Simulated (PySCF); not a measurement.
Species: C₇H₁₂ (charge +1 and doublet state).
Geometry (GFN2-xTB, Å), atoms numbered from 1 in this order:
```
atom  x, y, z in Å
C1     2.8435   -0.0073   -0.0540
C2     1.7654    0.7633    0.1663
C3     0.3980    0.2468    0.3893
C4    -0.7677    1.1918    0.1068
C5    -1.9721    0.3116   -0.1914
C6    -1.5074   -1.1309   -0.0433
C7     0.0046   -1.0847   -0.2590
H8     3.7955    0.4270   -0.3129
H9     2.8100   -1.0835    0.0059
H10    1.8780    1.8402    0.2056
H11    0.3729    0.0760    1.4874
H12   -0.5250    1.8273   -0.7521
H13   -0.9633    1.8917    0.9250
H14   -2.8336    0.5401    0.4404
H15   -2.3213    0.4925   -1.2159
H16   -2.0141   -1.8110   -0.7259
H17   -1.7239   -1.4822    0.9717
H18    0.2408   -1.0542   -1.3254
H19    0.5099   -1.9452    0.1742
```

The hyperfine couplings belong to this conformer and change with its torsions.

As a line formula: `[CH2][CH+]C1CCCC1` [radical] (charge +1).

The calculation used PySCF 2.14.0, UKS B3LYP, pcH-1 on C H, non-relativistic, mean-field spin-orbit, GIAO. One conformer (not necessarily the lowest) at the GFN2-xTB geometry, without solvent, vibrations or thermal averaging. A GFN2-xTB geometry isn't a minimum of the functional, and hyperfine couplings can be far from their values at a DFT geometry, by a factor of two or more for some ions and for spin on atoms past the first row. No stability test was run, so a lower SCF solution isn't excluded.

Principal values of hyperfine tensors in MHz (contact and dipolar terms together), for some of the nuclei:

| atom | isotope | A1 | A2 | A3 |
| --- | --- | --- | --- | --- |
| H11 | 1H | 304.40 | 308.32 | 328.12 |
| H12 | 1H | 74.62 | 79.61 | 82.42 |
| H15 | 1H | 47.37 | 48.57 | 53.02 |
| H13 | 1H | 35.73 | 36.19 | 47.00 |
| C1 | 13C | -12.13 | -10.24 | 114.70 |
| H8 | 1H | -48.92 | -33.04 | -4.35 |
| H9 | 1H | -47.78 | -33.33 | -4.95 |
| H10 | 1H | -21.76 | -16.04 | 3.33 |

**Question.** Split each tensor into its isotropic and traceless parts, and turn a_iso into mT with g = 2.0031.

**Answer.** a_iso is a third of the trace, T = A − a_iso, and a(mT) = a(MHz)/(g × 13.996).

```json
{"atom": "H11", "a_iso (MHz)": "313.61", "a_iso (mT)": "11.186", "T1": "-9.21", "T2": "-5.29", "T3": "14.51"}
{"atom": "H12", "a_iso (MHz)": "78.89", "a_iso (mT)": "2.814", "T1": "-4.26", "T2": "0.73", "T3": "3.54"}
{"atom": "H15", "a_iso (MHz)": "49.65", "a_iso (mT)": "1.771", "T1": "-2.28", "T2": "-1.08", "T3": "3.36"}
{"atom": "H13", "a_iso (MHz)": "39.64", "a_iso (mT)": "1.414", "T1": "-3.91", "T2": "-3.45", "T3": "7.36"}
{"atom": "C1", "a_iso (MHz)": "30.78", "a_iso (mT)": "1.098", "T1": "-42.90", "T2": "-41.02", "T3": "83.92"}
{"atom": "H8", "a_iso (MHz)": "-28.77", "a_iso (mT)": "-1.026", "T1": "-20.15", "T2": "-4.27", "T3": "24.42"}
{"atom": "H9", "a_iso (MHz)": "-28.69", "a_iso (mT)": "-1.023", "T1": "-19.09", "T2": "-4.64", "T3": "23.74"}
{"atom": "H10", "a_iso (MHz)": "-11.49", "a_iso (mT)": "-0.410", "T1": "-10.27", "T2": "-4.55", "T3": "14.83"}
```

**Question.** What spin density at the nucleus of H10 lies behind its contact coupling (g_N = 5.58569)?

**Answer.** a_FC = (2μ0/3) gₑ μB g_N μN ρ(0)/(2S·h) = 800.24 MHz × g_N × ρ(0)/(2S), with ρ in bohr⁻³. With a_FC = -11.49 MHz and 2S = 1, ρ(0) = -0.002571 bohr⁻³. In magnitude that is 0.8 % of the 1/π = 0.318 of a free hydrogen atom.

**Question.** H17 (1H, g_N = 5.58569) isn't in the table. Its spin density at the nucleus is 0.004047 bohr⁻³. What is its contact coupling?

**Answer.** By the same relation, a_FC = 18.09 MHz. Its full tensor has the principal values 16.10, 18.24, 19.92 MHz.

**Question.** Name the largest traceless tensor T of the table and describe it.

**Answer.** C1: -42.9, -41.0, 83.9 MHz, nearly axial, close to the ratio −1:−1:+2, the form that spin in one p orbital centred on that nucleus gives.

**Question.** In a single crystal, with the field along each principal axis of the tensor of H12 in turn, what first-order splitting does this nucleus give (isotropic g, quadrupole terms neglected)?

**Answer.** 2 lines (I = 1/2), spaced by |A_i|/(g × 13.996): 2.66, 2.84, 2.94 mT along the axes of A1, A2 and A3.
